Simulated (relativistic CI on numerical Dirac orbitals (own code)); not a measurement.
Radial parameters of Pm⁶⁰⁺

Calculated at this level of theory: Dirac equation for one electron, model QED (radiative potential, 1s self-energy scaled to tabulated hydrogen-like ionisation energies) (own radial code, finite nucleus).

Slater integrals F^k, G^k are unscaled and averaged over j, outside the closed core (none); ζ comes from projecting the Hamiltonian with its Breit term on Σ l·s of the shell.

- 2p: ζ(2p) = 3.8525e+06 cm⁻¹; <r>(2p) = 0.07841, <r^2>(2p) = 0.007445 (bohr units).
- 3p: ζ(3p) = 1.1458e+06 cm⁻¹; <r>(3p) = 0.1977, <r^2>(3p) = 0.04524 (bohr units).
- 3d: ζ(3d) = 206900 cm⁻¹; <r>(3d) = 0.1693, <r^2>(3d) = 0.03285 (bohr units).

Averages of the first 10 configurations, taken without configuration mixing, which lowers the lowest level and can move excited configurations by several eV; other configurations of the list can lie among them:

```
Configuration  Parity  States  Average energy above the lowest level (eV)
           1s    even       2                                         0.0
           2s    even       2                                     39824.4
           2p     odd       6                                     40291.5
           3s    even       2                                     47416.2
           3p     odd       6                                     47555.1
           3d    even      10                                     47664.3
           4s    even       2                                     50043.9
           4p     odd       6                                     50102.2
           4d    even      10                                     50148.2
           4f     odd      14                                     50166.6
```
